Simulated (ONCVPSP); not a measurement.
# PBEsol ONCV dataset for silicon (Si), fully relativistic all-electron reference.

Input for ONCVPSP 4.0.1:

```
# ATOM AND REFERENCE CONFIGURATION
# atsym  z   nc   nv     iexc    psfile
  Si 14.00    3    2  -116133      upf
#
#   n    l    f
    1    0    2.00
    2    0    2.00
    2    1    6.00
    3    0    2.00
    3    1    2.00
#
# PSEUDOPOTENTIAL AND OPTIMIZATION
# lmax
    1
#
#   l,   rc,      ep,       ncon, nbas, qcut
    0    1.50    0.00    4    8    3.70
    1    1.70    0.00    4    8    4.80
#
# LOCAL POTENTIAL
# lloc, lpopt,  rc(5),   dvloc0
    4    5    1.10    3.00
#
# VANDERBILT-KLEINMAN-BYLANDER PROJECTORs
# l, nproj, debl
    0    1    3.60
    1    2    0.90
#
# MODEL CORE CHARGE
# icmod, fcfact, rcfact
    2    0.30    0.60
#
# LOG DERIVATIVE ANALYSIS
# epsh1, epsh2, depsh
   -2.00    5.00    0.02
#
# OUTPUT GRID
# rlmax, drl
    6.00    0.01
#
# TEST CONFIGURATIONS
# ncnf
    4
# nvcnf
#   n    l    f
    2
    3    0    2.00
    3    1    1.00
#
    2
    3    0    2.00
    3    1    0.00
#
    2
    3    0    1.00
    3    1    0.00
#
    2
    3    0    0.00
    3    1    4.00
#
```

Command:

```bash
oncvpspr.x < Si.dat > Si.out
```

Output (shortened: citation, most of the input echo, consistency checks and plot data are left out):

```
ONCVPSP  (Optimized Norm-Conservinng Vanderbilt PSeudopotential)
relativistic version 4.0.1

#   n    l    f        energy (Ha)
    1    0    2.00    -6.5494647D+01
    2    0    2.00    -5.1124039D+00
    2    1    6.00    -3.4984070D+00    -3.5221433D+00
    3    0    2.00    -3.9572681D-01
    3    1    2.00    -1.4870560D-01    -1.4986854D-01

Reference configufation results
  iterations    28
  all-electron total energy (Ha)   -2.89298979D+02

Begin loop to  construct optimized pseudo wave functions
and semi-local pseudopoentials for all angular momenta

Calculating optimized projector #   1

 for l=   0

    Fraction of norm inside rc  0.213141
    Optimizing pswf for qcut=   3.70 a_B^-1,  ecut=   6.86 Ha
    Residual kinetic energy error=  1.85D-03 Ha

    Energy error per electron        Cutoff
         Ha          eV             Ha
         0.01000     0.27211        4.88
         0.00100     0.02721        7.71
         0.00010     0.00272       25.61
         0.00001     0.00027       52.12

   Wellstate for l =  1  n =  4 kap= -2
     eigenvalue =   0.7513
     asymptotic potential =   1.2513
     half-point radius =  4.1779

Calculating optimized projector #   1

 for l=   1

    Fraction of norm inside rc  0.172033
    Optimizing pswf for qcut=   4.79 a_B^-1,  ecut=  11.47 Ha
    Residual kinetic energy error=  1.37D-05 Ha

    Energy error per electron        Cutoff
         Ha          eV             Ha
         0.01000     0.27211        2.08
         0.00100     0.02721        3.16
         0.00010     0.00272        7.87
         0.00001     0.00027       23.33

Calculating optimized projector #   2

 for l=   1

    Fraction of norm inside rc  0.181917
    Optimizing pswf for qcut=   4.79 a_B^-1,  ecut=  11.47 Ha
    Residual kinetic energy error=  1.60D-03 Ha

    Energy error per electron        Cutoff
         Ha          eV             Ha
         0.01000     0.27211        2.99
         0.00100     0.02721       17.04
         0.00010     0.00272       84.35
         0.00001     0.00027       97.24

   Wellstate for l =  1  n =  4 kap=  1
     eigenvalue =   0.7501

Calculating optimized projector #   1

 for l=   1

    Fraction of norm inside rc  0.173949
    Optimizing pswf for qcut=   4.79 a_B^-1,  ecut=  11.47 Ha
    Residual kinetic energy error=  1.26D-05 Ha

    Energy error per electron        Cutoff
         Ha          eV             Ha
         0.01000     0.27211        2.09
         0.00100     0.02721        3.21
         0.00010     0.00272        7.94
         0.00001     0.00027       17.09

Calculating optimized projector #   2

 for l=   1

    Fraction of norm inside rc  0.182448
    Optimizing pswf for qcut=   4.79 a_B^-1,  ecut=  11.47 Ha
    Residual kinetic energy error=  1.49D-03 Ha

    Energy error per electron        Cutoff
         Ha          eV             Ha
         0.01000     0.27211        3.00
         0.00100     0.02721       16.46
         0.00010     0.00272       83.82
         0.00001     0.00027       97.00

Construct Vanderbilt / Kleinmman-Bylander projectors

B matrix Hermiticity error, ll=  1  kap= -2
   1   2    2.7610D-05

  Orthonormal projector coefficients  9.4585E+00  1.2201E+00

B matrix Hermiticity error, ll=  1  kap=  1
   1   2    2.7746D-05

  Orthonormal projector coefficients  8.9482E+00  1.2157E+00

 Orthonormal scalar projector coefficients, l =  1
  9.2881E+00  1.2187E+00  1.7145E-04  1.1085E-05

 Orthonormal spin-orbit projector coefficients, l =  1
  3.5320E-01 -1.3308E-02  6.1830E-03 -2.9609E-03

Model core correction analysis
  based on d2Exc/dn_idn_j

d2excae - all-electron derivatives

   -3.114454D-02   -2.358412D-02
   -2.358559D-02   -2.224240D-02

d2excps - pseudofunction derivatives with no core correction

   -3.941512D-02   -2.971624D-02
   -2.971907D-02   -2.810553D-02

rms 2nd derivative error    6.670857E-03

amplitude prefactor, scale prefactor
   12.6965    1.1373

d2excps - pseudofunction derivatives with core correction

   -3.699284D-02   -2.856986D-02
   -2.857245D-02   -2.759238D-02

rms 2nd derivative error    5.304509E-03

Pseudoatom total energy   -3.753670

Diagnostic tests using Vanderbilt-Kleinman-Bylander pseudopotentials
  relativistic with J = L +/- 1/2 projectors

   l  kap   rcore       rmatch      e in        delta e    norm test   slope test

   0  -1   1.5039994   1.5496640  -0.3957268  -0.0000006   1.0000024   0.9999926

   1  -2   1.7053175   1.7570946  -0.1487056  -0.0000004   1.0000161   1.0000064
   1   1   1.7053175   1.7570946  -0.1498685   0.0000049   1.0000243   1.0000262
   1  -2   1.7053175   1.7570946   0.7512944   0.0000061   1.0000956   1.0000956
   1   1   1.7053175   1.7570946   0.7498191   0.0000071   1.0000961   1.0000961

Diagnostic tests using Vanderbilt-Kleinman-Bylander pseudopotentials
  relativistic with scalar and spin-orbit non-local projectors

   l  kap   rcore       rmatch      e in        delta e    norm test   slope test

   0  -1   1.5039994   1.5496640  -0.3957268  -0.0000006   1.0000024   0.9999926

   1  -2   1.7053175   1.7570946  -0.1487056  -0.0000049   1.0000019   1.0000587
   1   1   1.7053175   1.7570946  -0.1498685   0.0000003   1.0000102   1.0000798
   1  -2   1.7053175   1.7570946   0.7512944  -0.0000135   1.0000919   1.0000919
   1   1   1.7053175   1.7570946   0.7498191  -0.0000126   1.0000924   1.0000924

Ghost test for J = L + 1/2

 Testing for bound ghosts
   n   l    E NL Schr. Eq   E Basis Diag.   E Cutoff

   1   0       -0.395727       -0.374568     82.14

   2   1       -0.148706       -0.117600    103.23

 Testing for highly-localized positive-energy ghosts
       l    <radius>/rc     E Basis Diag.   E Cutoff

Ghost test for J = L - 1/2

 Testing for bound ghosts
   n   l    E NL Schr. Eq   E Basis Diag.   E Cutoff

   1   0       -0.395727       -0.374568     82.14

   2   1       -0.149864       -0.119118    103.23

 Testing for highly-localized positive-energy ghosts
       l    <radius>/rc     E Basis Diag.   E Cutoff

Test configuration 0

   n   l kap    f        eae           eps        diff
   1   0  -1  2.0000  -65.49464744
   2   0  -1  2.0000   -5.11240392
   2   1  -2  4.0000   -3.49840699
   2   1   1  2.0000   -3.52214331
   3   0  -1  2.0000   -0.39572681   -0.39572736   -5.56E-07
   3   1  -2  1.3333   -0.14870560   -0.14870595   -3.52E-07
   3   1   1  0.6667   -0.14986854   -0.14986364    4.90E-06

    Total energies and differences
      AE_ref= -2.89298979E+02  AE_tst= -2.89298979E+02  dif=  0.00E+00
      PS_ref= -3.75367013E+00  PS_tst= -3.75367013E+00  dif=  1.78E-15
      PSP excitation error= -1.78E-15

Test configuration 1

   n   l kap    f        eae           eps        diff
   1   0  -1  2.0000  -65.85019001
   2   0  -1  2.0000   -5.46122196
   2   1  -2  4.0000   -3.84776590
   2   1   1  2.0000   -3.87153430
   3   0  -1  2.0000   -0.69773720   -0.69735552    3.82E-04
   3   1  -2  0.6667   -0.42675226   -0.42647146    2.81E-04
   3   1   1  0.3333   -0.42827031   -0.42798114    2.89E-04

    Total energies and differences
      AE_ref= -2.89298979E+02  AE_tst= -2.89015537E+02  dif=  2.83E-01
      PS_ref= -3.75367013E+00  PS_tst= -3.47032203E+00  dif=  2.83E-01
      PSP excitation error=  9.45E-05

Test configuration 2

   n   l kap    f        eae           eps        diff
   1   0  -1  2.0000  -66.29910245
   2   0  -1  2.0000   -5.89483459
   2   1  -2  4.0000   -4.28247637
   2   1   1  2.0000   -4.30631874
   3   0  -1  2.0000   -1.04693352   -1.04524568    1.69E-03
   3   1  -2  0.0000   -0.75175756   -0.75175756    0.00E+00
   3   1   1  0.0000   -0.75367464   -0.75367464    0.00E+00

    Total energies and differences
      AE_ref= -2.89298979E+02  AE_tst= -2.88428884E+02  dif=  8.70E-01
      PS_ref= -3.75367013E+00  PS_tst= -2.88448271E+00  dif=  8.69E-01
      PSP excitation error=  9.08E-04

Test configuration 3

   n   l kap    f        eae           eps        diff
   1   0  -1  2.0000  -66.87788866
   2   0  -1  2.0000   -6.44868399
   2   1  -2  4.0000   -4.83720751
   2   1   1  2.0000   -4.86118196
   3   0  -1  1.0000   -1.44633566   -1.44253909    3.80E-03
   3   1  -2  0.0000   -1.12728031   -1.12728031    0.00E+00
   3   1   1  0.0000   -1.12966704   -1.12966704    0.00E+00

    Total energies and differences
      AE_ref= -2.89298979E+02  AE_tst= -2.87183105E+02  dif=  2.12E+00
      PS_ref= -3.75367013E+00  PS_tst= -1.64133940E+00  dif=  2.11E+00
      PSP excitation error=  3.54E-03

Test configuration 4

   n   l kap    f        eae           eps        diff
   1   0  -1  2.0000  -65.61543693
   2   0  -1  2.0000   -5.23014335
   2   1  -2  4.0000   -3.61514601
   2   1   1  2.0000   -3.63891282
   3   0  -1  0.0000   -0.44774259   -0.44774259    0.00E+00
   3   1  -2  2.6667   -0.18962255   -0.18954946    7.31E-05
   3   1   1  1.3333   -0.19094395   -0.19087157    7.24E-05

    Total energies and differences
      AE_ref= -2.89298979E+02  AE_tst= -2.88794178E+02  dif=  5.05E-01
      PS_ref= -3.75367013E+00  PS_tst= -3.24861850E+00  dif=  5.05E-01
      PSP excitation error= -2.50E-04
```

The run took about 2.8 s on one core of a shared server CPU.
